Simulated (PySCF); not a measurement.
Computed IR spectrum (relative IR intensity) of a molecule C₃H₃N₂, multiplicity 2. Geometry: r2SCAN-D4/def2-SVP. One conformer was computed; it need not be the lowest. These are r2SCAN-D4/def2-SVP run with PySCF 2.14.0 values and carry that method's errors. Harmonic, unscaled wavenumbers; measured fundamentals usually lie a few per cent lower.

```csv
ν (cm⁻¹),relative intensity
508,8.1
589,100
775,21
817,20
856,39
931,12
1077,46
1115,11
1187,8.5
1242,3.3
1338,3.1
1420,5.9
1453,6.3
1530,17
3641,84
```

**Question.** Pick the molecule that these values belong to.
A) C1=CN=C[N]1
B) C1=C[N]N=C1
C) [c]1cnc[nH]1
D) [c]1cn[nH]c1

**Answer.** C, [c]1cnc[nH]1
